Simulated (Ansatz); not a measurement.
Two isomers of C2H5FOSi: A = `FC1CO[SiH2]1`, B = `C=C[SiH](O)F`.

Program: Ansatz. Geometries: PBE0-D4/def2-TZVP. ΔE: electronic, gas phase. CCSD(T)/CBS adds triple-zeta CCSD(T) − MP2 to the extrapolated MP2 energy (def2 sets, frozen cores). Functionals use def2-TZVPP. Each species was taken in one conformer, which may not be the lowest.

Question: Which is lower in electronic energy at CCSD(T)/CBS, and by how much? (An estimate is asked.)

Answer: Computed: B, by 75.0 kcal/mol.

Question: Give E(B) − E(A) in kcal/mol with CCSD(T)/def2-SVP, B2PLYP, BLYP-D4, LDA (SPW92), PBE-D4, CCSD(T)/def2-TZVPP, PBE0-D4. (Estimate.)

Answer: Computed: CCSD(T)/def2-SVP -67.3, B2PLYP -74.2, BLYP-D4 -72.3, LDA (SPW92) -62.3, PBE-D4 -66.1, CCSD(T)/def2-TZVPP -73.7, PBE0-D4 -67.2. None reverses the order clearly.

Question: Does the order hold for the free energy at 298.15 K (harmonic terms from PBE0-D4)? (An estimate is asked.)

Answer: Computed: Yes: G(B) − G(A) = -75.7 kcal/mol, for one conformer each.

Largest T1 diagnostic: 0.012.

From BLYP to BHLYP (50 % exact exchange), in def2-TZVPP and without D4, E(B) − E(A) moves by −1.6 kcal/mol. Leaving LDA and LC-ωPBE aside and taking each functional with its dispersion term where it has one, the values spread over 8.0 kcal/mol, from B2PLYP to PBE-D4. LDA lies +3.8 kcal/mol from PBE without D4.
